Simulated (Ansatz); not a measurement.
Ideal-gas functions of `[S]=[W](=[S])([Cl])[Cl]` at 298.15 K and 1 bar, from an Ansatz frequency run at PBE0-D4/def2-TZVP.

Molar mass 318.88 g/mol, point group C2v (symmetry number 2), electronic degeneracy 1, moments of inertia 393.994, 434.635, 454.417 u Å². Harmonic wavenumbers (cm⁻¹, unscaled): 117, 146, 151, 153, 192, 415, 424, 565, 572.

Use S(trans) = R[1.5 ln M + 2.5 ln T − 1.1517]; rotational temperatures θ = 24.2544 K / I; S(rot) = R[ln(√π/σ · √(T³/θAθBθC)) + 1.5]; for each mode x = 1.438777 ν̃/T, S = R[x/(eˣ − 1) − ln(1 − e⁻ˣ)] and H = RT x/(eˣ − 1); 1 cm⁻¹ = 0.0119627 kJ/mol; R = 8.31446 J/(mol·K).

Problem. By hand: the entropy, in J/(mol·K).

Solution. Translation 180.8. Rotation: θ = 0.0616, 0.0558, 0.0534 K, giving 118.3. Vibration, mode by mode: 13.18, 11.40, 11.13, 11.02, 9.24, 3.80, 3.68, 2.15, 2.09, in all 67.7. Electronic 0.0. Sum 366.8 J/(mol·K).

Problem. By hand: H − E and G − E in kJ/mol, counted from the electronic energy.

Solution. Zero-point energy ½ × 2735 × 0.0119627 = 16.4; thermal vibration 10.9; translation, rotation and pV give 4 RT = 9.9. H − E = 37.2 kJ/mol, and G − E = 37.2 − 298.15 × 366.8/1000 = -72.2 kJ/mol.

Vibration gives 18 % of the entropy, 24.6 J/(mol·K) of it from the modes under 150 cm⁻¹: soft modes count most, and the harmonic formula is weakest for them.
